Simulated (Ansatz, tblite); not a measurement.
Cost and result up the ladder for [Ni(NH3)4]2+ (NiN4H12²⁺) (17 atoms). Charge 2, multiplicity 1. Geometry: PBE0-D4/def2-SVP.

```xyz
17

Ni    0.0000   -0.0002    0.0003
N     0.4705   -1.7667    0.6817
H    -0.3115   -2.4323    0.6372
H     0.7623   -1.7527    1.6665
H     1.2414   -2.2436    0.2020
N    -1.1764    0.2770    1.5318
H    -0.8183    0.9840    2.1864
H    -1.3564   -0.5464    2.1161
H    -2.1138    0.6012    1.2646
N    -0.4396    1.7817   -0.6615
H     0.3904    2.3358   -0.9048
H    -0.9601    2.3857   -0.0165
H    -1.0139    1.7600   -1.5137
N     1.1454   -0.2921   -1.5519
H     2.1448   -0.3100   -1.3117
H     1.0738    0.4041   -2.3016
H     0.9614   -1.1853   -2.0247
```

Ansatz on 4 threads of Intel Xeon Platinum 8375C on a shared host; xTB runs through tblite on one thread. Times are rough, summed over both states, and most runs start from the orbitals of an earlier one. No level here is sound enough to serve as a yardstick. The other state is a doublet.

The xTB rows come from tblite.

Run but left out: HF/def2-SVP, PBE0-D4/def2-TZVP, MP2/def2-SVP, CCSD/def2-SVP, CCSD(T)/def2-SVP (singlet: restricted singlet, unstable towards broken spin symmetry).

Raw xTB energies of ions are shifted by several eV.

| level | functions | wall time | vertical IE (eV) |
| --- | --- | --- | --- |
| GFN2-xTB | 37 | 0.013 s | 22.69 |
| GFN1-xTB | 49 | 0.023 s | 24.71 |
| PBE-D4/def2-TZVP | 241 | 9.8 s | 18.25 |
| r2SCAN-D4/def2-TZVP (with forces) | 241 | 18 s | 17.98 |
